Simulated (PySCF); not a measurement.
# Dipole moment and polarisability of `CSC1=CC=C[Si@H]1Cl`

C5H7ClSSi.
Cartesian coordinates in Å at the GFN2-xTB level; atoms count from 1:
```xyz
15
C5H7ClSSi angstrom
C      2.7961   -0.1022    0.6515
S      1.6212    1.2662    0.4108
C      0.1079    0.4632    0.1371
C     -0.1245   -0.8621    0.1002
C     -1.4967   -1.2434   -0.1651
C     -2.3879   -0.2562   -0.3514
Si    -1.5144    1.4032   -0.2217
Cl    -2.1080    2.5609    1.3122
H      2.5038   -0.6846    1.5204
H      2.8246   -0.7187   -0.2418
H      3.7641    0.3591    0.8185
H      0.6187   -1.6274    0.2600
H     -1.7508   -2.2934   -0.1968
H     -3.4272   -0.4491   -0.5527
H     -1.4313    2.1927   -1.4456
```

Level: PBE0/def2-SVPD (PySCF), static field, nuclei fixed, core orbitals frozen in the response. The polarisability tensor in these axes (au):

```
x   148.84  -0.14   8.86
y    -0.14 122.85   6.09
z     8.86   6.09  86.19
```

Task: Give the principal values, the mean and the anisotropy Δα = √{½[(α1 − α2)² + (α2 − α3)² + (α1 − α3)²]}.

Result: Principal values 84.02, 123.78 and 150.08 au; mean 119.29 au = 17.68 Å³ = 19.67 × 10⁻⁴⁰ C²·m²/J; Δα = 57.61 au (48 % of the mean).

Task: What is the dipole moment, and where does it point?

Result: (1.28, -2.16, -0.57) D, 2.58 D in size, pointing from the negative to the positive side. Measured along this direction, the outermost atoms are Cl8 at the negative end and H10 at the positive end.

Task: Find the Langevin capture rate constant for O2+ (31.990 u) meeting this molecule (161.973 u), k = 2.342 × 10⁻⁹ cm³/s × √(α in Å³ / reduced mass in u).

Result: The reduced mass is 26.71 u, so k = 1.91 × 10⁻⁹ cm³/s. The formula leaves out the permanent dipole, which adds to the capture rate.

Task: What depolarisation ratio follows for Rayleigh scattering of linearly polarised light, taking the static tensor?

Result: ρ = 3Δα²/(45ᾱ² + 4Δα²) = 9956.9/(640376 + 13275.9) = 0.0152.

Task: Along which axes do the principal values lie, and how far do the nuclei extend along each?

Result: Largest value along (0.99, 0.03, 0.14), where the nuclei span 7.33 Å; middle along (-0.05, 0.99, 0.15), 5.04 Å; least along (-0.13, -0.15, 0.98), 2.82 Å. The response follows the extents in order.

Task: Orientational against electronic polarisability at 350 K (dilute gas, rigid molecules)?

Result: In Gaussian units μ²/3kT = 45.83 Å³ against 17.68 Å³, a ratio of 2.59; the Debye molar polarisation (4π/3)N_A(α + μ²/3kT) is 160.2 cm³/mol, leaving out the vibrational part.

Isolated species at its GFN2-xTB geometry (one conformer only).

The run behind these numbers computed excited states as well. On Arm Neoverse V2, one thread, on a shared host, this took 58 s of wall time (grids of density and orbitals included) and 0.95 GiB of memory at its peak.
